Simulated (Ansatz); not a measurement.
Input file for Ansatz (a quantum-chemistry and plane-wave program): U-r2SCAN/def2-TZVPP on HISn (SMILES [SnH][I]), a point of a bond scan (R = 2.140 Å). Elements past Kr take the def2 small-core potentials; no spin–orbit coupling.

Ansatz 0.2 input:
```yaml
crystal:
  periodic: [false, false, false]
  atoms:
    - {symbol: Sn, position_ang: [0.45232825, 0.91499533, 0.96539677]}
    - {symbol: H, position_ang: [0.78587999, 2.42924797, -0.50916942]}
    - {symbol: I, position_ang: [-0.44050378, -0.90427621, -0.90578170]}
basis:
  gaussian:
    orbitals: def2-TZVPP
hamiltonian:
  xc: {name: r2SCAN}
magnetization: {spin_polarized: true, initial_magnetization: 0}
```

It printed:

```
WARN ansatz: RAYON_NUM_THREADS=1 ignored (pool sized by the plan → 1); use --threads N
Functional definition: r2SCAN
integrals: 0.04 GiB planned
814 factors; their error is unknown
mean field: 0.40 GiB planned
mean field evaluation 1: about -13953.7480 eV, gradient 1.0e1 eV
mean field evaluation 2: about -13950.9374 eV, gradient 2.2e1 eV
mean field evaluation 4: about -13954.6417 eV, gradient 1.9e0 eV
mean field evaluation 8: about -13954.6611 eV, gradient 3.9e-2 eV
mean field evaluation 16: about -13954.6509 eV, gradient 3.0e-5 eV
mean field -13954.65088079 eV, -512.8239610671 hartree, gradient 3.0e-5 eV, S^2 0.000000; 1 other end points of the search recorded, 0 dependent functions left out
reference -13954.65089614 eV, -512.8239616309 hartree; 24, 24 occupied and 90, 90 virtual orbitals, 814 factors
Total energy: -13954.65089614 eV, -512.8239616309 hartree
```

The calculation finished and met its thresholds.

Cost: roughly 4 core-seconds.
